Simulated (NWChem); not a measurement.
C$_{2}$Cl$_{2}$O$_{2}$Pt; SMILES [O+]#[C-]->[Pt]([Cl])([Cl])<-[C-]#[O+]

Results from NWChem. All runs use the structure optimised with PBE0/def2-SVP. No frequency run checked for a minimum. def2 effective core potentials on Pt; no spin-orbit coupling. Ions are spin-unrestricted doublets at the neutral geometry; other ion states weren't tried.

Question: Estimate the computed values for M06-2X/def2-SVP. Quantities: vertical ionisation energy, ΔSCF (eV); −ε(HOMO) (eV).

Answer: 
```
Item                                   Result
-------------------------------------  ------
vertical ionisation energy, ΔSCF (eV)    9.92
−ε(HOMO) (eV)                            8.85
```
